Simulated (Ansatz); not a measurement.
A trace of molecular dynamics of CH₇BrGe (10 atoms, charge 0, multiplicity 1).

All numbers below come from RKS LDA/def2-SVP (Ansatz 0.2.0).

| Item | Value |
| --- | --- |
| ensemble | NVE (velocity Verlet) |
| starting velocities drawn for | 100 K |
| seed | 4277 |

```csv
time (fs),T (K),potential energy less start (eV),conserved less start (meV/atom)
0,100,0.000,0.00
4,64,0.037,0.02
8,29,0.074,0.03
12,50,0.052,0.02
16,102,-0.002,0.01
20,144,-0.046,0.02
24,185,-0.087,0.01
28,214,-0.118,0.01
32,300,-0.206,0.00
36,376,-0.285,0.01
40,481,-0.394,0.02
44,601,-0.519,-0.02
48,671,-0.590,0.01
52,783,-0.706,0.01
56,896,-0.823,0.01
60,992,-0.923,-0.01
64,1022,-0.954,0.00
68,1038,-0.970,0.01
72,1042,-0.974,0.02
76,1098,-1.033,-0.02
80,1102,-1.036,0.00
84,1105,-1.039,0.01
88,1096,-1.030,0.01
92,1118,-1.052,0.00
96,1154,-1.090,-0.01
100,1144,-1.080,0.01
```

Task: Can this run be trusted? Judge the integration.

Result: The conserved energy stayed within 0.045 meV per atom of its start (net change 0.012 meV per atom), so the integration is sound. The kinetic energy rose, since the run started high on the potential surface and went downhill. It ends in pieces (BrH + CH6Ge), so much of that is their flight and rotation, not heat. A run of 0.1 ps of so small a system gives no equilibrium averages. The orbitals stay closed-shell, which can raise the energy where a bond breaks towards radicals; this wasn't checked here. The time step was 0.5 fs.

The run took 2.3 min on 4 threads of Arm Neoverse V1 (shared host), peak memory 0.17 GiB.
